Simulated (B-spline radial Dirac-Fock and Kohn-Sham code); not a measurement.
# W¹⁶⁺: scattering cross sections and density moments

System: tungsten as W¹⁶⁺ in the configuration 1s2 2s2 2p6 3s2 3p6 3d10 4s2 4p6 4d10 4f11 5s1.

Method: configuration-average Dirac-Fock orbitals. Computed with a radial B-spline solver.

```
Sum of ⟨r⟩                          : 19.40 bohr
Sum of ⟨r²⟩                         : 10.13 bohr²
Sum of ⟨1/r⟩                        : 531.79 per bohr
Langevin diamagnetic susceptibility : -8.03 × 10⁻⁶ cm³/mol
Lamb shielding (α²/3)Σ⟨1/r⟩         : 9440 ppm
```

Coherent scattering is the Thomson cross section weighted by f₀², without anomalous dispersion; incoherent scattering is Klein-Nishina weighted by S. The Lamb formula is the non-relativistic shielding expression. Electron correlation is left out. A dash stands where the photon energy is too low for the impulse approximation behind that column.

| hν (keV) | coherent (b) | incoherent (b) | incoherent per electron (b) |
| --- | --- | --- | --- |
| 1 | 2219 | – | – |
| 5 | 1850 | 2.714 | 0.0468 |
| 8.0478 | 1455 | 5.324 | 0.0918 |
| 30 | 351.7 | 17.57 | 0.303 |
| 50 | 165.6 | 21.51 | 0.371 |
| 100 | 53.93 | 23.45 | 0.404 |
| 200 | 15.78 | 21.58 | 0.372 |
| 500 | 2.851 | 16.31 | 0.281 |

Incoherent scattering overtakes coherent scattering between 100 and 200 keV.
